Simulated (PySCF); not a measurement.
BrH₃Si₂, SMILES Br[Si][SiH3] (connectivity only; charge and spin as stated), neutral, multiplicity 1. Heavy atoms are numbered as in [Si:1]([Br:2])[SiH3:3]. Hydrogens are named by the atom that carries them.

The structure is a stationary point at r2SCAN-D4/def2-SVP.

These are PBE0/pcSseg-1 (PySCF) values and carry that method's errors.

GIAO shieldings, no solvent; atoms alike by connectivity are averaged. δ = σ(ref) − σ: ²⁹Si against TMS (σ = 352.7 ppm); ¹H against TMS (σ = 31.56 ppm), references at their B3LYP-D3(BJ)/def2-TZVP geometries, non-relativistic (without spin–orbit terms, shifts of atoms bonded to Cl or Br come out too high).

Computed chemical shifts:
| nucleus | atoms | count | δ (ppm) |
|---|---|---|---|
| ²⁹Si | Si1 | 1 | 1045.4 |
| ²⁹Si | Si3 (SiH3) | 1 | -84.6 |
| ¹H | H on Si3 | 3 | 4.14 |
